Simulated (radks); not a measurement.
Neutral fluorine inside a hard spherical wall (all orbitals vanish at R), configuration held at [He] 2s2 2p5 and not refilled when levels cross. Calculated with a radial shooting solver on a logarithmic mesh with Libxc functionals: scalar-relativistic Kohn-Sham, r2SCAN, spin-polarised, spherical densities, finite nucleus; open shells are filled with parallel spins first; meta-GGA in the generalised Kohn-Sham scheme; Fermi nuclear charge, rms radius 2.8976 fm. Eigenvalues in eV for spin up, with the zero of energy where the potential of the charges vanishes at infinity; a dash marks a level that is unbound or too diffuse for the functional's potential to be trusted. A positive occupied level is held by the wall or, in an anion where self-interaction has pushed it up, behind a barrier. The pressure on the wall is -dE/dV.

R (bohr)  E (hartree)  kinetic (hartree)    e(1s)    e(2s)    e(2p)  e(3s, empty)  e(3p, empty)  pressure (GPa)
free        -99.79737             99.721  -670.08  -32.570  -12.570             -             -               0
20          -99.79737             99.721  -670.08  -32.570  -12.570             -             -        < 0.0001
15          -99.79737             99.721  -670.08  -32.570  -12.570             -             -        < 0.0001
10          -99.79737             99.721  -670.07  -32.570  -12.570         0.968         2.407        < 0.0001
8           -99.79736             99.721  -670.07  -32.569  -12.568         1.727         3.788        0.000757
5           -99.79438             99.746  -669.83  -32.391  -12.385         6.667        11.090           0.534
4           -99.77666             99.863  -668.90  -31.774  -11.716        13.156        19.187            6.01
3           -99.63533            100.601  -664.46  -28.982   -8.543        32.113        39.597            91.0
2.5         -99.30580            102.036  -657.49  -24.585   -3.513        56.486        63.329             424
2           -98.18536            106.055  -641.37  -13.478    8.756        110.81        112.72            2340
